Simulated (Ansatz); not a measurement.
Program: Ansatz. Geometries: PBE0-D4/def2-TZVP. ΔE: electronic, gas phase. CBS: MP2 limit from def2 TZ/QZ plus the TZ coupled-cluster correction, frozen cores. This one scheme is used for every species. Functionals use def2-TZVPP. One conformer a species, not always the lowest.

Consider the ligand exchange at the Si–S bond: `O[SiH2]S[SiH3]` + `N[SiH](O)O` → `O[SiH2]N[SiH](O)O` + `[SiH3]S`.

```csv
level,ΔE (kJ/mol)
PBE,3.1
r2SCAN,-3.1
HF/def2-TZVPP,-12.8
MP2/def2-TZVPP,-5.2
SCS-MP2/def2-TZVPP,-8.3
HF/def2-QZVPP,-13.3
MP2/CBS(def2),-0.8
CCSD/CBS(def2),-6.8
```

Task: What does CCSD(T)/CBS give? (Estimate.)

Result: Ansatz gave: -5.2 kJ/mol. The listed levels differ from it by 8.3, 2.1, -7.6, 0.0, -3.1, -8.1, 4.4, -1.6 kJ/mol.

Largest T1 diagnostic among the species: 0.012.

In def2-TZVPP, CCSD(T) changes the Hartree–Fock value by +3.2 kJ/mol (the triples alone add +1.6 kJ/mol) and MP2 by +7.6 kJ/mol.
